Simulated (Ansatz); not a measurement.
CH6AlNOSSi, SMILES `NC1[O][Al]([SH])[SiH2]1` at its PBE0-D4/def2-TZVP geometry, where that method's forces vanish. The species carries charge 0 and has multiplicity 1.

```xyz
12

N     1.8759   -0.8475    0.6389
C     1.0338   -0.2040   -0.3118
O     0.6475    1.1501    0.0644
Al   -1.0723    1.1662    0.0248
S    -2.3026    2.9175    0.4225
Si   -0.6662   -1.1127   -0.5848
H     1.3979   -1.0301    1.5124
H     2.6900   -0.2787    0.8437
H     1.5843   -0.1233   -1.2551
H    -3.4327    2.2121    0.2366
H    -0.8732   -1.6200   -1.9682
H    -0.8824   -2.2297    0.3765
```

Q: What forces (eV/Å) does ωB97M-V/def2-TZVPP give on these atoms in Ansatz? (Estimate.)

A: Ansatz gave: 
```
N1   0.169 -0.071  0.205
C2  -0.107 -0.138 -0.366
O3  -0.036  0.129  0.062
Al4 -0.026 -0.016 -0.005
S5  -0.065 -0.056 -0.013
Si6 -0.008 -0.059 -0.012
H7   0.014  0.010 -0.025
H8  -0.044 -0.024  0.000
H9  -0.040  0.003  0.089
H10  0.073  0.040  0.010
H11  0.033  0.057  0.156
H12  0.038  0.125 -0.102
```
